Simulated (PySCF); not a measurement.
## Low-lying terms of Pd (palladium, neutral)

Ground state [Kr] 4d10, ¹S. Calculation: PySCF 2.14, in aug-cc-pVQZ-PP with ECP28MDF (7s7p6d4f3g2h, 135 functions); scalar relativity through the core potential. Vertical excitation energies in eV without spin-orbit coupling; excited terms of each kind are numbered among those the solver found. Frozen: 4s2 4p6.

```json
{"term": "1 3D", "leading excitation": "4d → s", "EOM-EE-CCSD": "1.112"}
{"term": "1 1D", "leading excitation": "4d → s", "EOM-EE-CCSD": "1.524"}
{"term": "1 1F°", "leading excitation": "4d → p", "EOM-EE-CCSD": "4.779"}
{"term": "1 3D°", "leading excitation": "4d → p", "EOM-EE-CCSD": "4.961"}
```

The spin-orbit splitting of the hole, absent here, rivals or exceeds the spacing of these terms, so the LS terms are model states.

Only the lower part of the computed list is shown. The solver can miss terms. Rydberg members are limited by the diffuse functions of the basis.
